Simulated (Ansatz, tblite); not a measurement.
Isomers of Si4Cl2 (singlet), found by a short tight-binding search and relaxed with B3LYP-D4/def2-SVP in Ansatz.

The xTB rows come from tblite. B3LYP takes the VWN-RPA correlation. Correlated methods freeze 30 core orbitals.

Run but left out: HF/def2-TZVPP (A: restricted singlet, unstable towards broken spin symmetry).

A: The restricted singlet is unstable towards broken spin symmetry in Hartree–Fock (as tested in another run); at PBE-D4/def2-TZVP, r2SCAN-D4/def2-TZVP, B3LYP-D4/def2-TZVP, PBE0-D4/def2-TZVP and others this wasn't settled. At CCSD(T)/def2-TZVPP T1 of the charge 0 singlet is large (up to 0.034), so the single-reference result is doubtful. At CCSD(T)/def2-TZVPP the restricted singlet (for correlated methods, its reference) is unstable: a solution with broken spin symmetry lies lower. B: The restricted singlet is unstable towards broken spin symmetry in Hartree–Fock (as tested in another run); at PBE-D4/def2-TZVP, r2SCAN-D4/def2-TZVP, B3LYP-D4/def2-TZVP, PBE0-D4/def2-TZVP and others this wasn't settled. At CCSD(T)/def2-TZVPP T1 of the charge 0 singlet is large (up to 0.022), so the single-reference result is doubtful. At CCSD(T)/def2-TZVPP the restricted singlet (for correlated methods, its reference) is unstable: a solution with broken spin symmetry lies lower. C: The restricted singlet is unstable towards broken spin symmetry in Hartree–Fock (as tested in another run); at r2SCAN-D4/def2-TZVP, B3LYP-D4/def2-TZVP, PBE0-D4/def2-TZVP, CAM-B3LYP-D4/def2-TZVP this wasn't settled. At CCSD(T)/def2-TZVPP the restricted singlet (for correlated methods, its reference) is unstable: a solution with broken spin symmetry lies lower.

Other spin states weren't relaxed.

A:

```csv
atom,x (Å),y (Å),z (Å)
Si1,2.002,0.105,-0.151
Si2,-0.909,1.563,0.815
Si3,-1.978,-0.338,-0.153
Si4,0.683,0.441,1.808
Cl5,-1.089,0.157,-2.056
Cl6,1.290,-1.928,-0.263
```

B:

```csv
atom,x (Å),y (Å),z (Å)
Si1,-2.129,0.396,0.819
Si2,0.816,-0.027,-0.780
Si3,1.488,-0.038,-2.904
Si4,0.016,-0.122,1.367
Cl5,0.763,-1.557,2.687
Cl6,-0.954,1.348,-1.190
```

C:

Cartesian coordinates in Å:
```
Si -0.558 0.147 -1.187
Si 0.556 -0.144 1.188
Si -1.863 -0.351 0.733
Si 1.863 0.347 -0.732
Cl -0.953 -2.196 -0.575
Cl 0.955 2.198 0.571
```

Problem. Estimate their order by electronic energy at PBE0-D4/def2-TZVP, counted from the lowest.

Solution. C (0.00) < A (1.28) < B (2.26), in eV.

Problem. Do the other levels pick the same lowest one?

Solution. Not GFN2-xTB. Energies above each level's lowest (eV):

| level | A | B | C |
| --- | --- | --- | --- |
| GFN1-xTB | 0.09 | 0.44 | 0.00 |
| GFN2-xTB | 0.03 | 0.00 | 0.01 |
| PBE-D4/def2-TZVP | 1.21 | 2.25 | 0.00 |
| r2SCAN-D4/def2-TZVP | 1.16 | 2.16 | 0.00 |
| B3LYP-D4/def2-TZVP | 0.93 | 2.00 | 0.00 |
| PBE0-D4/def2-TZVP | 1.28 | 2.26 | 0.00 |
| CAM-B3LYP-D4/def2-TZVP | 1.00 | 2.00 | 0.00 |
| MP2/def2-TZVPP | 1.56 | 2.35 | 0.00 |
| CCSD/def2-TZVPP | 1.02 | 1.91 | 0.00 |
| CCSD(T)/def2-TZVPP | 1.12 | 2.00 | 0.00 |
Point groups (tolerance 0.1 Å): A C2, B not assigned, C Ci. Lower isomers may exist.
